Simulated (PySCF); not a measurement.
RhS₂: from structure and modes to constants

Computed with UPBE0 in PySCF with Rh def2-SVP with ECP28, S def2-SVP; scalar-relativistic core potentials, no spin–orbit coupling; density-fitted integrals.

The doublet minimum has C2v symmetry. Masses (u): Rh 102.90550, S 31.97207.

```xyz
3
charge 0 multiplicity 2, angstrom
Rh    0.0000    0.0000   -0.7630
S     1.0067    0.0000    1.2279
S    -1.0067    0.0000    1.2279
```

Harmonic wavenumbers (cm⁻¹): 234.9 (b2, ×1), 371.2 (a1, ×1), 591.8 (a1, ×1).

Task: Find the principal moments of inertia and the rotational constants. What kind of rotor is it?

Result: About the centre of mass I = 64.807, 156.32, 221.13 u Å². With B = 16.8576/I this gives 0.2601, 0.1078, 0.07624 cm⁻¹. The molecule is an asymmetric top with κ = -0.66.

Task: What is the harmonic zero-point energy?

Result: Half the sum of all 3 wavenumbers, 1198/2 = 599 cm⁻¹, which is 7.2 kJ/mol (1 cm⁻¹ = 0.0119627 kJ/mol).

Task: Find the vibrational entropy and heat capacity at 298.15 K.

Result: With u = 1.43878 ω/T, each mode gives S = R[u/(eᵘ−1) − ln(1−e⁻ᵘ)] and C = R u² eᵘ/(eᵘ−1)².
```tsv
ω (cm⁻¹)	u	S (J/(mol K))	C (J/(mol K))
234.9	1.134	7.70	7.48
371.2	1.791	4.50	6.41
591.8	2.856	1.94	4.39
```
The sums over all modes are S = 14.1 and C = 18.3 J/(mol K); the softest mode gives 54 % of the entropy.

Task: Give the standard entropy (298.15 K, 1 bar) by its translational, rotational, vibrational and spin parts, and Cp.

Result: Sackur–Tetrode with M = 166.85 u gives 172.7; rotation with symmetry number 2 gives 103.5; vibration 14.1; spin R ln 2 = 5.8. The total is 296.1 J/(mol K), and Cp = 4 R + 18.3 = 51.5 J/(mol K).

Only a few start shapes were tried, so a lower isomer may exist. Open d and f shells are described by one determinant, and the ground state may have another occupation or spin.
